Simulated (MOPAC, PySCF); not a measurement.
H7N3Si, SMILES `N[SiH](N)N`, neutral singlet in the gas phase. 

Z-matrix (Å, degrees):
```
Si
N 1 1.7077
H 2 1.0055 1 120.91
H 2 1.0055 3 112.61 1 154.07
N 1 1.7123 2 104.26 3 -168.72
H 5 1.0058 1 121.01 2 -156.56
H 5 1.0067 6 111.98 1 155.49
N 1 1.7123 2 104.34 3 -39.14
H 8 1.0058 1 120.95 2 155.79
H 8 1.0066 9 111.98 1 -155.63
H 1 1.4829 2 119.69 3 76.03
```
Charge 0, multiplicity 1.

All levels are single points at this geometry (CAM-B3LYP-D3(BJ)/def2-TZVP); Pople sets use spherical d functions. Orbital energies aren't observables, and empty levels follow the basis.

PBE-D3(BJ)/def2-TZVP in PySCF gives HOMO (eV) = -5.37.

Estimate the HOMO (eV) from each of these levels: CAM-B3LYP-D3(BJ)/def2-TZVP in PySCF; B3LYP/6-311+G** in PySCF; B3LYP/6-31G* in PySCF; M06-2X/6-31G* in PySCF; PBE/6-31G* in PySCF; HF/3-21G in PySCF; PM6 in MOPAC; PM7 in MOPAC.


| level | HOMO (eV) |
|---|---|
| CAM-B3LYP-D3(BJ)/def2-TZVP in PySCF | -8.26 |
| B3LYP/6-311+G** in PySCF | -6.65 |
| B3LYP/6-31G* in PySCF | -6.11 |
| M06-2X/6-31G* in PySCF | -7.84 |
| PBE/6-31G* in PySCF | -4.88 |
| HF/3-21G in PySCF | -10.05 |
| PM6 in MOPAC | -9.37 |
| PM7 in MOPAC | -8.89 |
